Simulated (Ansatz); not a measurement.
Reactions of BrGeHO (`[OH][Ge][Br]`).

Isolated molecules relaxed with PBE0-D4/def2-TZVP in Ansatz; ΔE leaves out vibrations. CCSD(T)/CBS is the MP2 limit (def2-TZVPP, def2-QZVPP) plus CCSD(T) − MP2 in def2-TZVPP, frozen cores. This one scheme is used for every species. DFT in def2-TZVPP. Elements past krypton have def2 core potentials. For Br, Cd, Ge outer-core shells are correlated without core-valence functions, which leaves a few kJ/mol of doubt a bond. Scalar relativity is left out up to krypton. One conformer a species, not always the lowest.

```csv
reaction,revPBE-D4 (kcal/mol),HF/CBS(def2) (kcal/mol),PBE-D4 (kcal/mol),CCSD(T)/CBS(def2) (kcal/mol)
`[OH][Ge][Br]` + H₂ → `[GeH][Br]` + H₂O,23.9,16.8,23.4,21.8
`[OH][Ge][Br]` + H–F → `[F][Ge][Br]` + H₂O,-4.5,-6.5,-4.8,-3.8
`[OH][Ge][Br]` + NH₃ → `[NH2][Ge][Br]` + H₂O,5.4,5.5,5.5,4.1
`[OH][Ge][Br]` + `[OH][Cd][Br]` → `[OH][Ge][OH]` + `[Br][Cd][Br]`,-16.2,-26.2,-16.5,-20.7
`[OH][Ge][Br]` + H₂S → `[OH][Ge][SH]` + HBr,9.6,12.8,9.8,10.2
```

Largest T1 diagnostic: 0.015, for `[OH][Ge][SH]`.
